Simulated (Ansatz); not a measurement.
Isolated molecules relaxed with PBE0-D4/def2-TZVP in Ansatz; ΔE leaves out vibrations. CCSD(T)/CBS is the MP2 limit (def2-TZVPP, def2-QZVPP) plus CCSD(T) − MP2 in def2-TZVPP, frozen cores. This one scheme is used for every species.

`Cl[SiH]1[AlH][S]1` + SiH₄ → `[SiH3][SiH]1[AlH][S]1` + HCl  (formal exchange of groups at the Si–Cl bond)

`Cl[SiH]1[AlH][S]1`:

Z-matrix (Å, degrees):
```
Si
Al 1 2.313
S 1 2.178 2 58.0
Cl 1 2.062 2 123.9 3 98.6
H 1 1.481 2 129.8 3 -93.6
H 2 1.572 1 165.9 3 -174.8
```

SiH₄:

Cartesian coordinates in Å:
```
Si 0.000 0.000 0.000
H 0.450 -1.326 0.493
H 0.618 1.069 0.824
H -1.479 0.090 0.100
H 0.411 0.167 -1.417
```

`[SiH3][SiH]1[AlH][S]1`:

```xyz
9

Si   -1.110    0.083   -1.351
Si    0.446    0.666    0.285
Al    0.974   -0.624    2.145
S     2.152   -0.748    0.331
H    -0.526    0.185   -2.716
H    -1.546   -1.319   -1.117
H    -2.298    0.977   -1.272
H     0.908    2.075    0.128
H     1.000   -1.294    3.567
```

HCl:

Cartesian coordinates in Å:
```
Cl 0.218 0.550 -0.241
H -0.218 -0.550 0.241
```

```
                species  CCSD(T)/CBS(def2) energy (Eh)
    `Cl[SiH]1[AlH][S]1`                    -1389.93083
                   SiH₄                     -291.46306
`[SiH3][SiH]1[AlH][S]1`                    -1220.97997
                    HCl                     -460.38127
```

(1) Work out ΔE.

Largest T1 diagnostic among the species: 0.015.

Results:

(1) ΔE = (-1220.97997) + (-460.38127) − (-1389.93083) − (-291.46306) = 0.03265 Eh = +85.7 kJ/mol.

Leaving LDA and LC-ωPBE aside and taking each functional with its dispersion term where it has one, the values, not all of them listed here, spread over 18.5 kJ/mol, from PBE-D4 to ωB97M-V. In def2-TZVPP, CCSD(T) changes the Hartree–Fock value by −19.6 kJ/mol (the triples alone add −1.8 kJ/mol) and MP2 by −10.8 kJ/mol. At CCSD(T), def2-SVP lies −6.8 kJ/mol from the extrapolated value and def2-TZVPP −2.7 kJ/mol.
